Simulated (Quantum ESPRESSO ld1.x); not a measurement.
All-electron atom: Ca3.8+ in [Ne] 3s2 3p4.2 (fractional occupations, a model configuration). Calculated with ld1.x of Quantum ESPRESSO 7.5: Dirac Kohn-Sham, relativistic LDA (MacDonald-Vosko exchange, VWN5 correlation), spin-unpolarised, spherical densities, point nucleus; open shells are shared between the two j in proportion to 2j + 1.

X-ray form factor f0, the Fourier transform of the density (f0(0) = 16.2):

sin(theta)/lambda (1/angstrom)  f0 (electrons)
0.05                                    16.007
0.1                                     15.457
0.15                                    14.625
0.2                                     13.614
0.25                                    12.533
0.3                                     11.474
0.4                                      9.653
0.5                                      8.340
0.6                                      7.435
0.8                                      6.205
1                                        5.164
1.25                                     3.970
1.5                                      3.017
2                                        1.906
